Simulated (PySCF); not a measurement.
The Te–O bond energy of TeO₃

Computed with PySCF, PBE0, basis Te def2-TZVP with ECP28, O def2-TZVP (scalar-relativistic core potentials, no spin–orbit coupling, density fitting).

Each entry is the lowest minimum that a search over a few typed start shapes (and spin states, where more than one is plausible) found, or that minimum re-optimised at the stated level; isomers with ligand–ligand bonds, or fragments after loss of a ligand pair, can lie lower.

Total energies (Eh), which compare only within these settings: O atom -75.01862.

```tsv
species	2S+1	group	E (Eh)	ZPE (kJ/mol)
TeO₂	1	C2v	-418.31435	12.7
TeO₃	1	D3h	-493.40324	20.2
```

(1) What are De and D0 for TeO₃ → TeO₂ + O?

Results:

(1) De = [(-418.31435) + (-75.01862) − (-493.40324)] × 2625.5 = 185 kJ/mol. The zero-point energy changes by -7.5 kJ/mol, so D0 = 177 kJ/mol.

Atoms and open shells are unrestricted, without spin–orbit or basis-set superposition corrections.

Spin–orbit coupling can matter for elements this heavy.
